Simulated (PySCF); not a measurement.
Mg(Me)(SMe) (C2H6MgS), SMILES [CH3][Mg][S]C.

Geometry: B3LYP-D3(BJ)/def2-SVP. The structure was generated by enumeration; whether it is a known compound was not checked. Other conformers were not sampled.

All values below come from PBE/def2-TZVP in PySCF.

Problem. Estimate the frontier levels, gap, dipole moment and polarisability. (An estimate is asked for; the answer gives what the named calculation found.)

Solution. 
| Quantity | Value |
|---|---|
| highest occupied level | -5.16 eV |
| lowest empty level | -1.56 eV |
| orbital gap | 3.60 eV |
| dipole moment | 1.64 D |
| quadrupole, principal values (traceless, Buckingham form, about the centre of nuclear charge) | -10.54, 2.60, 7.95 D·Å |
| mean static polarisability | 78.3 bohr³ (11.60 Å³) |
| polarisability, principal values | 63.0, 68.0, 103.9 bohr³ |
